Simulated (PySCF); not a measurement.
C3H9FOSi, SMILES CCOC[SiH2]F. Coordinates come from a PBE0-D3(BJ)/def2-SVP optimisation. The structure was generated by enumeration, and PubChem lists no compound with its InChIKey, so it may never have been made. One conformer was computed; it need not be the lowest.

Computed equilibrium geometry at PBE0-D3(BJ)/def2-SVP (PySCF confirms it by a frequency run) as bond lengths and angles (one conformer of several):
Atoms: C1 C2 O3 C4 Si5 F6 H7 H8 H9 H10 H11 H12 H13 H14 H15. Bonded distances (Å): C1–C2 1.508, C1–H7 1.100, C1–H8 1.100, C1–H9 1.100, C2–O3 1.405, C2–H10 1.110, C2–H11 1.109, O3–C4 1.414, C4–Si5 1.888, C4–H12 1.103, C4–H13 1.107, Si5–F6 1.631, Si5–H14 1.490, Si5–H15 1.488. Angles (°): C2–C1–H7 110.4, C2–C1–H8 110.6, C2–C1–H9 110.6, H7–C1–H8 108.6, H7–C1–H9 108.1, H8–C1–H9 108.5, C1–C2–O3 108.8, C1–C2–H10 110.6, C1–C2–H11 110.4, O3–C2–H10 109.8, O3–C2–H11 110.7, H10–C2–H11 106.6, C2–O3–C4 114.3, O3–C4–Si5 106.5, O3–C4–H12 108.4, O3–C4–H13 112.2, Si5–C4–H12 110.6, Si5–C4–H13 112.8, H12–C4–H13 106.4, C4–Si5–F6 110.3, C4–Si5–H14 110.1, C4–Si5–H15 110.0, F6–Si5–H14 108.1, F6–Si5–H15 108.0, H14–Si5–H15 110.3.
